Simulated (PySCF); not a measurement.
## Correlation energy of Ir(2+) (iridium, charge +2)

[Xe] 4f14 5d7, high-spin 4F determinant. Calculation: PySCF 2.14, in x2c-TZVPPall with one added diffuse shell each of s, p, d, f type (12s8p8d4f1g, 113 functions); the spin-free X2C one-electron Hamiltonian (Gaussian nucleus). Frozen: [Kr] 4d10 4f14; 15 electrons correlated.

```tsv
level	correlation energy (mhartree)
CCSD	-362.98
(T)	-8.62
CCSD(T)	-371.60
```

Diagnostics: T1 = 0.0048, D1 = 0.0100, largest double amplitude 0.039.

Spin-orbit coupling, absent here, splits the open shell strongly.

Cost of the coupled-cluster step: of the order of 90 core-seconds, for 15 correlated electrons.

Iterations:

```
CC2 = 0
CCSD nocc = (np.int64(9), np.int64(6)), nmo = (83, 83)
frozen orbitals [[0, 1, 2, 3, 4, 5, 6, 7, 8, 9, 10, 11, 12, 13, 14, 15, 16, 17, 18, 19, 20, 21, 22, 24, 25, 26, 27, 28, 29, 30], [0, 1, 2, 3, 4, 5, 6, 7, 8, 9, 10, 11, 12, 13, 14, 15, 16, 17, 18, 19, 20, 21, 22, 24, 25, 26, 27, 28, 29, 30]]
max_cycle = 100
direct = 0
conv_tol = 1e-08
conv_tol_normt = 1e-06
diis_space = 8
diis_start_cycle = 0
Init t2, MP2 energy = -0.357950747025075
Init E_corr(UCCSD) = -0.357950747026057
cycle = 1  E_corr(UCCSD) = -0.357545765328456  dE = 0.000404981698  norm(t1,t2) = 0.0373943
cycle = 2  E_corr(UCCSD) = -0.361885368659349  dE = -0.00433960333  norm(t1,t2) = 0.0131501
cycle = 3  E_corr(UCCSD) = -0.362525589916044  dE = -0.000640221257  norm(t1,t2) = 0.00808749
cycle = 4  E_corr(UCCSD) = -0.363075031742178  dE = -0.000549441826  norm(t1,t2) = 0.00446594
cycle = 5  E_corr(UCCSD) = -0.362958698218856  dE = 0.000116333523  norm(t1,t2) = 0.0017207
cycle = 6  E_corr(UCCSD) = -0.362970326163066  dE = -1.16279442e-05  norm(t1,t2) = 0.000398792
cycle = 7  E_corr(UCCSD) = -0.362986823166415  dE = -1.64970033e-05  norm(t1,t2) = 0.000102768
cycle = 8  E_corr(UCCSD) = -0.362984361194418  dE = 2.461972e-06  norm(t1,t2) = 2.27036e-05
cycle = 9  E_corr(UCCSD) = -0.362983818330135  dE = 5.42864282e-07  norm(t1,t2) = 3.98316e-06
cycle = 10  E_corr(UCCSD) = -0.362983978558607  dE = -1.60228472e-07  norm(t1,t2) = 9.29909e-07
cycle = 11  E_corr(UCCSD) = -0.36298398260257  dE = -4.04396305e-09  norm(t1,t2) = 2.45139e-07
UCCSD converged
E(UCCSD) = -17823.453913725  E_corr = -0.3629839826025705
UCCSD(T) correction = -0.00862406929775034
```

This basis was not built for core-valence correlation, so the inner-shell part is incomplete.
